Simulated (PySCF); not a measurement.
Computed shifts of a molecule CH₁₁NOSi₃, PySCF with PBE/pcSseg-1, GIAO, gas phase, atoms alike by connectivity averaged where their shifts nearly agree, in ppm (number of nuclei): ¹³C: 60.5 (1). ²⁹Si: -24.8 (1), -42.6 (1), -45.4 (1). ¹⁵N: -2.8 (1). ¹H: 5.50 (1), 5.38 (2), 5.30 (1), 5.16 (3), 3.93 (3), -1.24 (1). References: ¹³C against TMS (σ = 182.0 ppm); ¹⁷O against H2O (σ = 334.3 ppm); ²⁹Si against TMS (σ = 335.4 ppm); ¹⁵N against NH3 (σ = 267.0 ppm); ¹H against TMS (σ = 31.49 ppm), references at their B3LYP-D3(BJ)/def2-TZVP geometries, non-relativistic. Coordinates come from a PBE0-D3(BJ)/def2-SVP optimisation. The values are those of a single conformer.

**Question.** Pick the molecule that these values belong to.
A. C[SiH2][Si@@H](O)N[SiH3]
B. N[SiH2][SiH2]C[SiH2]O
C. CO[SiH2][SiH2]N[SiH3]
D. CO[SiH2]N[SiH2][SiH3]

**Answer.** C, CO[SiH2][SiH2]N[SiH3]
